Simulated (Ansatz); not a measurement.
Reaction (substitution at a C–C bond): `C#CCCCC` + `[CH3][In]([OH])[Cl]` → `CC[O][In]([CH3])[Cl]` + `C#CCC`

Gas-phase electronic energies from Ansatz, PBE0-D4/def2-TZVP geometries. CCSD(T)/CBS adds triple-zeta CCSD(T) − MP2 to the extrapolated MP2 energy (def2 sets, frozen cores). Elements past krypton have def2 core potentials. For In outer-core shells are correlated without core-valence functions, which leaves a few kJ/mol of doubt a bond. One conformer a species, not always the lowest.

```csv
level,ΔE (kJ/mol)
CCSD/def2-TZVPP,37.6
HF/def2-QZVPP,30.7
```

(1) What does CCSD(T)/CBS give? (Best estimate.)

Largest T1 diagnostic among the species: 0.014.

## Answers

(1) Computed: +39.2 kJ/mol. The listed levels differ from it by -1.6, -8.5 kJ/mol.

In def2-TZVPP, CCSD(T) changes the Hartree–Fock value by +6.5 kJ/mol (the triples alone add −0.4 kJ/mol) and MP2 by +12.5 kJ/mol. From PBE to PBE0 (25 % exact exchange), in def2-TZVPP and without D4, ΔE moves by +3.7 kJ/mol.
